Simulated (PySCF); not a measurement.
Ge(H)2 cation (GeH₂), SMILES [GeH2] (connectivity only; charge and spin as stated), charge +1, multiplicity 2.

Coordinates come from a ωB97X-D3(BJ)/def2-TZVPD optimisation. The multiplicity is an assumed one; other spin states were not compared. The isomer is the one that the SMILES or the coordinates give; other isomers of the formula were not compared.

Two levels are set side by side: PBE/def2-TZVPD (PySCF) and M06-2X/def2-TZVPD (PySCF). Same geometry, gas phase. Differences are taken from unrounded values.

| quantity | M06-2X |
|---|---|
| α-spin orbital gap (eV) | 6.18 |
| β-spin orbital gap (eV) | 7.96 |
| mean polarisability (bohr³) | 23.0 |

What does PBE give, and how far is it from M06-2X? (Estimate from the structure and the level; the computed values follow.)


| quantity | PBE | PBE minus M06-2X |
|---|---|---|
| α-spin orbital gap (eV) | 2.01 | -4.17 |
| β-spin orbital gap (eV) | 4.04 | -3.93 |
| mean polarisability (bohr³) | 23.4 | 0.4 |

Rough cost on one machine, each run with all the roots and properties that it gave: M06-2X against PBE within a factor of 2.
